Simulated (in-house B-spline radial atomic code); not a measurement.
A calculation on P VII (P6+): its settings, and results tabulated from the run. Level of theory: non-relativistic Hartree-Fock, spin-polarised, averaged over the determinants with the given up and down occupations, point nucleus; calculated with an all-electron radial atomic-structure program (B-spline basis).

Command:
```bash
python run_scf.py task.json out
```
Settings:
```
Z                15
configuration    [He] 2s2 2p5
hamiltonian      nr
method           hf
spin_polarised   True
```

Output (hartree, bohr):
```
 radial grid: 39 intervals, B-splines of order 8, outer radius 5.9701 bohr

 iter        energy (Eh)    residual
    1       -320.4325659    7.31e-01
    2       -326.1342985    1.46e-01
    3       -326.2841759    6.22e-02
    4       -326.3112612    2.71e-02
    5       -326.3171267    4.38e-03
    6       -326.3172870    3.64e-04
    7       -326.3172883    3.15e-05
    8       -326.3172883    6.95e-07
    9       -326.3172883    2.10e-08

 total energy                     -326.317288
 kinetic                            326.31729
 electron-nucleus                  -736.37022
 electron-electron                   83.73564

 orbital      occ     eigenvalue          <r>       <r^2>       <1/r>     <1/r^2>       <r^4>       r_max
 1s up      1.000      -85.02646     0.103774   0.0144771     14.5759     428.705 0.000542297     0.06808
 1s down    1.000      -84.88880     0.103571   0.0144079     14.5944     429.563 0.000534615     0.06803
 2s up      1.000      -11.92202     0.498824    0.293982     2.93091     35.3253    0.151717       0.411
 2s down    1.000      -11.54057     0.503484    0.299752     2.89444      34.318     0.15848      0.4131
 2p up      3.000       -9.91920     0.457666    0.258497     2.82492     11.0766    0.136927      0.3453
 2p down    2.000       -9.72310     0.460885    0.262559     2.81047     10.9855    0.141947      0.3464
```

Time taken, with all properties: 0.09 s on 1 thread of Arm Neoverse V2, on a shared host.
